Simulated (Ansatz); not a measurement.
Cost and result up the ladder for the cluster Sn₂Te₃ (5 atoms). The state is a singlet with charge 0. Geometry: PBE0-D4/def2-SVP.

Cartesian coordinates in Å:
```
Sn -1.5469 -0.9838 -0.0355
Sn 1.5377 0.7205 0.6917
Te -0.6912 1.7046 -1.0630
Te 0.7325 -0.5023 -1.9297
Te -0.0321 -0.9389 2.3365
```

Ansatz on 4 threads of Arm Neoverse V2 on a shared host. Times are rough, and most runs start from the orbitals of an earlier one. r2SCAN0-D4/def2-TZVP serves as the yardstick here, not as an exact answer. Differences are given only for rows in sets of like size (and for xTB, whose basis is part of the method), since another set adds its own error. Binding counts from free atoms at the same level (Sn triplet, Te triplet; other spins of the atoms weren't run), without zero-point energy or a counterpoise term.

In the def2 sets Sn, Te take a core potential; there is no spin–orbit coupling. LC-ωPBE has ω = 0.4 bohr⁻¹. Correlated methods freeze 20 core orbitals; core or outer-core shells of Sn, Te are correlated, in sets that lack core-valence functions. The rows differ in basis, and correlated rows in double-zeta sets carry the largest basis error. The structure comes from a short search, and lower isomers may exist.

Correlated methods converge slowly with the basis, most of all in double-zeta sets.

| level | functions | wall time | binding energy per atom (eV) | difference from r2SCAN0-D4/def2-TZVP (eV) |
| --- | --- | --- | --- | --- |
| PBE-D4/def2-SVP | 130 | 1.9 s | 2.69 | – |
| LDA (SPW92)/def2-TZVP | 250 | 2.4 s | 3.18 | 0.76 |
| PBE0-D4/def2-SVP | 130 | 3.6 s | 2.53 | – |
| PBE-D4/def2-TZVP (with forces) | 250 | 5 s | 2.72 | 0.30 |
| LC-ωPBE/def2-TZVP | 250 | 7 s | 2.23 | -0.19 |
| r2SCAN-D4/def2-TZVP | 250 | 9 s | 2.53 | 0.11 |
| PBE0-D4/def2-TZVP | 250 | 10 s | 2.57 | 0.15 |
| MP2/def2-TZVP | 250 | 11 s | 2.57 | 0.15 |
| r2SCAN0-D4/def2-TZVP | 250 | 14 s | 2.42 | 0.00 |
| CCSD(T)/def2-SVP | 130 | 19 s | 2.08 | – |
